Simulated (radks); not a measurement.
Coherent X-ray form factor from a spherical all-electron density. Calculated with a radial shooting solver on a logarithmic mesh with Libxc functionals: scalar-relativistic Kohn-Sham, r2SCAN, spin-polarised, spherical densities, finite nucleus; meta-GGA in the generalised Kohn-Sham scheme; Fermi nuclear charge, rms radius of each element as measured or else 0.836 A^(1/3) + 0.57 fm.

sin(theta)/lambda (1/angstrom),f0 (electrons)
0.05,7.793
0.1,7.231
0.15,6.454
0.2,5.609
0.25,4.802
0.3,4.090
0.4,3.018
0.5,2.350
0.6,1.955
0.8,1.571
1,1.376
1.25,1.181
1.5,0.995
2,0.672

The species is in the configuration that NIST lists as its ground one. Which atom or ion scatters so?

Answer. Neutral oxygen, [He] 2s2 2p(up 3, down 1). Extrapolating in s^2 from the first two rows gives f0(0) = 8.0, near the electron count 8; among species with that count, the fall with angle is slower the higher Z, and the table is that of Z = 8; from so few rows the species is fixed only to a neighbour or two.
